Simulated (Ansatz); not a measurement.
Reaction (isomerisation): `B[SiH2]B[SiH2]C` → `BC([SiH3])B[SiH3]`

Gas-phase electronic energies from Ansatz, PBE0-D4/def2-TZVP geometries. CCSD(T)/CBS adds triple-zeta CCSD(T) − MP2 to the extrapolated MP2 energy (def2 sets, frozen cores). Functionals use def2-TZVPP. One conformer a species, not always the lowest.

`B[SiH2]B[SiH2]C`:

```xyz
15

B    -1.119    0.645   -2.202
Si    0.213   -0.787   -1.748
B    -0.504   -1.350    0.038
Si    0.012   -0.439    1.748
C     0.920    1.188    1.539
H    -2.077    0.414   -2.878
H    -1.005    1.744   -1.744
H     0.247   -1.883   -2.757
H     1.578   -0.198   -1.617
H    -1.297   -2.247    0.077
H    -1.184   -0.241    2.620
H     0.895   -1.428    2.446
H     0.289    1.922    1.031
H     1.209    1.605    2.506
H     1.824    1.054    0.941
```

`BC([SiH3])B[SiH3]`:

```xyz
15

B     0.769    0.703   -1.608
C     0.943   -0.481   -0.658
Si    1.324    0.189    1.091
B    -0.372   -1.064   -0.087
Si   -2.052    0.006    0.278
H     1.412    0.786   -2.614
H    -0.039    1.554   -1.364
H     1.714   -1.214   -0.903
H     0.495   -0.564    2.086
H     1.026    1.631    1.227
H     2.748   -0.107    1.378
H    -0.418   -2.244    0.128
H    -2.871    0.011   -0.970
H    -2.866   -0.629    1.351
H    -1.813    1.425    0.665
```

```
            species  PBE0 energy (Eh)
  `B[SiH2]B[SiH2]C`        -672.40197
`BC([SiH3])B[SiH3]`        -672.43183
```

(1) Work out ΔE.

Largest T1 diagnostic among the species: 0.015.

Answers

(1) ΔE = (-672.43183) − (-672.40197) = -0.02986 Eh = -78.4 kJ/mol. CCSD(T)/CBS gives -85.6 kJ/mol.

The D4 term adds −8.3 kJ/mol with B3LYP and −3.9 kJ/mol with PBE0; it sums over pairs of atoms, weighted by their polarisabilities, and B3LYP, whose exchange is more repulsive, gets the larger term. In def2-TZVPP, CCSD(T) changes the Hartree–Fock value by −18.2 kJ/mol (the triples alone add −4.2 kJ/mol) and MP2 by −34.4 kJ/mol.

B3LYP here is the variant with VWN-RPA as its local correlation; programs differ in this.
